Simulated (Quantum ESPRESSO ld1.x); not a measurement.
Species: the iodine ion I4+. Configuration: [Kr] 4d9.75 5s2 5p1 6p0.25 (fractional occupations, a model configuration).

All-electron calculation, non-relativistic Kohn-Sham, LDA (Slater exchange, VWN5 correlation), spin-polarised, spherical densities, point nucleus; open shells are filled with parallel spins first; relativity is left out, which matters for an element this heavy. Program: ld1.x of Quantum ESPRESSO 7.5.

Energy parts (eV):
| part | energy |
|---|---|
| total | -188040.97 |
| kinetic | 187944.19 |
| electron-nucleus | -444193.91 |
| Hartree | 72807.74 |
| exchange-correlation | -4598.99 |

Orbitals (lengths in bohr, moments of r in powers of bohr; r(max) is where P^2 peaks):
orbital  occ.  eigenvalue (eV)      <r^4>      <r>  r(max)     <r^2>
1s up       1         -31664.0  3.068e-06  0.02870   0.019  0.001102
1s down     1         -31664.0  3.068e-06  0.02870   0.019  0.001102
2s up       1         -4813.87  0.0005443   0.1236   0.105   0.01792
2s down     1         -4813.75  0.0005443   0.1236   0.105   0.01792
2p up       3         -4529.03  0.0003536   0.1052   0.082   0.01345
2p down     3         -4528.91  0.0003536   0.1052   0.082   0.01344
3s up       1         -1008.48    0.02288   0.3284   0.298    0.1230
3s down     1         -1008.36    0.02287   0.3284   0.298    0.1230
3p up       3         -888.437    0.02186   0.3186   0.286    0.1175
3p down     3         -888.316    0.02186   0.3186   0.286    0.1175
3d up       5         -664.532    0.01770   0.2890   0.233   0.09871
3d down     5         -664.396    0.01770   0.2890   0.233   0.09869
4s up       1         -214.953     0.6525   0.7683   0.707    0.6665
4s down     1         -214.585     0.6514   0.7681   0.707    0.6661
4p up       3         -172.841     0.8120   0.8018   0.725    0.7319
4p down     3         -172.462     0.8094   0.8014   0.725    0.7311
4d up       5         -100.735      1.506   0.9028   0.772    0.9497
4d down  4.75         -100.305      1.491   0.9013   0.772    0.9458
5s up       1         -58.0447      19.64    1.824    1.68     3.714
5s down     1         -56.9883      19.64    1.822    1.66     3.708
5p up       1         -46.8367      30.04    2.019    1.83     4.563
5p down     0         -45.7576      30.33    2.021    1.83     4.576
6p up    0.25         -21.5437      454.6    4.053    3.98     18.28
6p down     0         -20.9846      478.8    4.104    4.01     18.74

The highest occupied level is 6p up at -21.544 eV. The configuration is held as typed, so some empty levels lie below it. Virial ratio -V/T = 2.00051.
